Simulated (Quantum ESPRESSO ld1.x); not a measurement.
Results of a calculation; reference values are marked as such.
Task: These are the eigenvalues of the occupied orbitals of an atom or ion with whole-number occupations (hartree). Level of theory: non-relativistic Kohn-Sham, LDA (Slater exchange, Perdew-Zunger correlation), spin-polarised, spherical densities, point nucleus (ld1.x of Quantum ESPRESSO 7.5).

| orbital | eigenvalue |
|---|---|
| 1s up | -1027.06 |
| 1s down | -1027.06 |
| 2s up | -151.819 |
| 2s down | -151.818 |
| 2p up | -142.116 |
| 2p down | -142.116 |
| 3s up | -29.4201 |
| 3s down | -29.4194 |
| 3p up | -25.4121 |
| 3p down | -25.4113 |
| 3d up | -17.9514 |
| 3d down | -17.9507 |
| 4s up | -4.83985 |
| 4s down | -4.83832 |
| 4p up | -3.50556 |
| 4p down | -3.50378 |
| 4d up | -1.29850 |
| 4d down | -1.29472 |
| 5s up | -0.64435 |
| 5s down | -0.62270 |
| 5p up | -0.39735 |

Which element is it, and in what charge state? The configuration may be excited. Open shells, if any, are filled with parallel spins first.

Result: Z = 50, tin, charge +1: Sn+ in [Kr] 4d10 5s2 5p1. The list shows which subshells hold electrons but not how many an open one holds; the 1s level, -1027.1 hartree, gives Z - s = 45.3 by -(Z - s)^2/2, which with screening narrows Z to a few neighbours, and the depths of the outer levels then fix element, charge and occupations together.
